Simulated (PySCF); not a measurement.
Isomers of C2H9NOSi, mass 91.045 u with the commonest isotopes. Method: wB97X-D/def2-SVPD in PySCF (dipole) on a GFN2-xTB geometry, gas phase. One conformer each, none proved a minimum here; rigid rotors.

Task: Order these by rotational constant C, largest first.
A. `[NH2:1][SiH2:2][CH2:3][CH2:4][OH:5]` with H–N1–Si2–C3 -175° and 46°, N1–Si2–C3–C4 -170°, Si2–C3–C4–O5 -64°, C3–C4–O5–H 58°
B. `[CH3:1][CH2:2][Si@@H:3]([NH2:4])[OH:5]` with C1–C2–Si3–N4 -173°, C2–Si3–N4–H -52° and 173°, C2–Si3–O5–H -62°
C. `[CH3:1][NH:2][Si@H:3]([CH3:4])[OH:5]` with C1–N2–Si3–C4 -54°, N2–Si3–O5–H 58°
D. `[CH3:1][O:2][Si@H:3]([CH3:4])[NH2:5]` with C1–O2–Si3–C4 174°, O2–Si3–N5–H -57° and 165°
E. `[CH3:1][CH2:2][NH:3][SiH2:4][OH:5]` with C1–C2–N3–Si4 -152°, C2–N3–Si4–O5 178°, N3–Si4–O5–H -52°
F. `[CH3:1][NH:2][CH2:3][SiH2:4][OH:5]` with C1–N2–C3–Si4 -176°, N2–C3–Si4–O5 44°, C3–Si4–O5–H -18°

Result: D (2145 MHz), C (2101 MHz), B (2049 MHz), F (1727 MHz), A (1669 MHz), E (1568 MHz).

Task: Order these by rotational constant A, largest first.
A. `[CH3:1][NH:2][CH2:3][SiH2:4][OH:5]` with C1–N2–C3–Si4 -176°, N2–C3–Si4–O5 44°, C3–Si4–O5–H -18°
B. `[CH3:1][CH2:2][NH:3][SiH2:4][OH:5]` with C1–C2–N3–Si4 -152°, C2–N3–Si4–O5 178°, N3–Si4–O5–H -52°
C. `[CH3:1][O:2][Si@H:3]([CH3:4])[NH2:5]` with C1–O2–Si3–C4 174°, O2–Si3–N5–H -57° and 165°
D. `[CH3:1][CH2:2][Si@@H:3]([NH2:4])[OH:5]` with C1–C2–Si3–N4 -173°, C2–Si3–N4–H -52° and 173°, C2–Si3–O5–H -62°
E. `[NH2:1][SiH2:2][CH2:3][CH2:4][OH:5]` with H–N1–Si2–C3 -175° and 46°, N1–Si2–C3–C4 -170°, Si2–C3–C4–O5 -64°, C3–C4–O5–H 58°
F. `[CH3:1][NH:2][Si@H:3]([CH3:4])[OH:5]` with C1–N2–Si3–C4 -54°, N2–Si3–O5–H 58°
G. `[CH3:1][N:2]([CH3:3])[SiH2:4][OH:5]` with C1–N2–Si4–O5 -169°, N2–Si4–O5–H 53°

Result: B (12604 MHz), E (10103 MHz), A (8983 MHz), G (6785 MHz), D (5946 MHz), C (5757 MHz), F (5474 MHz).

Task: Order these by out-of-plane moment Σ m c² = (Ia + Ib − Ic)/2, largest first.
A. `[NH2:1][SiH2:2][CH2:3][CH2:4][OH:5]` with H–N1–Si2–C3 -175° and 46°, N1–Si2–C3–C4 -170°, Si2–C3–C4–O5 -64°, C3–C4–O5–H 58°
B. `[CH3:1][N:2]([CH3:3])[SiH2:4][OH:5]` with C1–N2–Si4–O5 -169°, N2–Si4–O5–H 53°
C. `[CH3:1][NH:2][CH2:3][SiH2:4][OH:5]` with C1–N2–C3–Si4 -176°, N2–C3–Si4–O5 44°, C3–Si4–O5–H -18°
D. `[CH3:1][CH2:2][NH:3][SiH2:4][OH:5]` with C1–C2–N3–Si4 -152°, C2–N3–Si4–O5 178°, N3–Si4–O5–H -52°
E. `[CH3:1][NH:2][Si@H:3]([CH3:4])[OH:5]` with C1–N2–Si3–C4 -54°, N2–Si3–O5–H 58°

Result: E (13.86 u·Å²), A (11.48 u·Å²), C (10.89 u·Å²), B (9.73 u·Å²), D (8.95 u·Å²).

| SMILES | point group | Ia (u·Å²) | Ib (u·Å²) | Ic (u·Å²) | κ | μa (D) | μb (D) | μc (D) |
| --- | --- | --- | --- | --- | --- | --- | --- | --- |
| CN[Si@H](C)O | C1 | 92.32 | 176.00 | 240.60 | -0.54 | 1.35 | 0.23 | 1.03 |
| CNC[SiH2]O | C1 | 56.26 | 258.07 | 292.56 | -0.94 | 2.28 | 0.73 | 0.43 |
| N[SiH2]CCO | C1 | 50.02 | 275.74 | 302.81 | -0.96 | 2.30 | 0.78 | 1.22 |
| CO[Si@H](C)N | C1 | 87.79 | 175.31 | 235.62 | -0.59 | 0.19 | 1.47 | 0.57 |
| CN(C)[SiH2]O | C1 | 74.48 | 181.57 | 236.60 | -0.72 | 1.38 | 0.40 | 0.90 |
| CC[Si@@H](N)O | C1 | 84.99 | 189.39 | 246.60 | -0.68 | 0.41 | 1.36 | 0.75 |
| CCN[SiH2]O | C1 | 40.10 | 300.07 | 322.27 | -0.98 | 1.66 | 0.80 | 0.12 |
